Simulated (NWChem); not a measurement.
## Lowest excitation of disilazane (H7NSi2)

```
N
H 1 1.0261
Si 1 1.7548 2 115.15
Si 1 1.7548 2 115.15 3 -171.91
H 3 1.5022 1 107.33 2 168.94
H 4 1.5022 1 107.33 2 -168.94
H 3 1.5067 5 110.05 1 119.84
H 4 1.5067 6 110.05 1 -119.84
H 3 1.5102 5 108.38 7 116.75
H 4 1.5102 6 108.38 8 -116.75
```
Charge 0, spin multiplicity 1.

Program: NWChem. The geometry was optimised at PBE/def2-SVP, a minimum by its harmonic frequencies.

Basis set: def2-SVP.

The correlated methods keep 11 core orbitals frozen. B3LYP has NWChem's definition, with VWN1-RPA local correlation. No row is a measurement; the coupled-cluster row has its own basis-set and correlation limits.

**Question.** For the lowest vertical singlet excitation energy, CIS gives 7.77 eV and TD-LDA (SVWN5) gives 5.46 eV. What do EOM-CCSD, TD-PBE, TD-B3LYP give?

**Answer.** EOM-CCSD: 6.73 eV; TD-PBE: 5.62 eV; TD-B3LYP: 6.13 eV.
